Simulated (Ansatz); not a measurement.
A nudged elastic band was laid between two geometries of a periodic cell of 19 atoms, PtC18 (surface graphene monolayer, adsorbate Pt).

Computed with DFT PBEsol, scalar-relativistic, plane waves, PAW (Ansatz 0.2.0). Settings: cutoff 420 eV, k mesh 2x2x1, gaussian smearing 0.02 eV, no spin polarisation.

| Property | Result |
| --- | --- |
| movable images | 3 |
| climbing image | yes |
| spring | 5.0 eV/Å² |
| optimiser | fire |
| start path | default |
| force threshold | 0.05 eV/Å |
| iteration limit | 50 |
| end points | relaxed |
| largest step | 0.5 Å |

Initial state:

```xyz
19
Lattice="7.3980 0.0000 0.0000 -3.6990 6.4069 0.0000 0.0000 0.0000 12.0000" Properties=species:S:1:pos:R:3
C 0.032 -0.010 0.942
C 1.260 0.699 0.967
C -1.181 2.119 1.023
C 0.025 2.834 0.970
C -2.430 4.281 1.023
C -1.208 4.969 0.970
C 2.497 -0.010 0.970
C 3.720 0.677 1.024
C 1.265 2.125 0.970
C 2.471 2.840 1.024
C 0.030 4.260 0.967
C 1.257 4.968 0.942
C 4.964 -0.014 0.959
C 6.193 0.695 0.959
C 3.711 2.114 1.180
C 4.977 2.845 1.180
C 2.495 4.263 0.959
C 3.724 4.972 0.959
Pt 4.344 2.479 3.103
```

Final state:

Only the atoms that move by more than 0.05 Å are listed.
```
C3 -1.201 2.122 0.959
C5 -2.454 4.249 1.180
C6 -1.188 4.980 1.180
C7 2.502 0.010 1.023
C8 3.724 0.697 0.970
C10 2.493 2.834 0.967
C11 0.052 4.254 1.023
C15 3.730 2.125 0.970
C16 4.953 2.813 1.024
C18 3.704 4.975 1.024
Pt19 5.577 4.615 3.103
```

Q: What changes between the two ends?

A: Contacts lost: C15–Pt19. Contacts made: C6–Pt19. The atom that moves furthest is Pt19, by 2.47 Å.

Q: What energy profile does the band end with?

A: The run converged. The highest image is number 1 of 0 to 4, 0.175 eV above the ends, which have the same energy within 2 meV. The profile has 2 maxima (images 1, 3) with wells between them (image 2): this band takes more than one step, which may be the mechanism or a detour left from its start path. The order of the stationary point at the top wasn't checked. Limits of this set-up: slab without dipole correction.

| image | path coordinate (Å) | energy (eV) | C15–Pt19 (Å) | C6–Pt19 (Å) |
| --- | --- | --- | --- | --- |
| 0 | 0.00 | 0.000 | 2.06 | 3.76 |
| 1 | 0.64 | 0.175 | 2.34 | 3.22 |
| 2 | 1.26 | 0.000 | 2.82 | 2.82 |
| 3 | 1.89 | 0.175 | 3.23 | 2.33 |
| 4 | 2.51 | 0.000 | 3.76 | 2.06 |

Q: What is the geometry of the highest image?

A: 
```xyz
19
Lattice="7.3980 0.0000 0.0000 -3.6990 6.4069 0.0000 0.0000 0.0000 12.0000" Properties=species:S:1:pos:R:3
C 0.032 -0.016 0.966
C 1.259 0.701 0.995
C -1.176 2.106 0.979
C 0.032 2.835 0.951
C -2.438 4.274 1.114
C -1.200 4.979 1.029
C 2.497 -0.015 1.018
C 3.723 0.691 1.036
C 1.266 2.121 0.970
C 2.482 2.841 0.994
C 0.028 4.259 0.967
C 1.255 4.974 0.938
C 4.960 -0.013 0.972
C 6.195 0.696 0.952
C 3.714 2.115 1.118
C 4.976 2.825 1.100
C 2.492 4.259 0.941
C 3.715 4.978 0.989
Pt 4.643 3.028 3.061
```

The run took 7.9 min on 1 thread of Arm Neoverse V1 (shared host), peak memory 0.92 GiB.
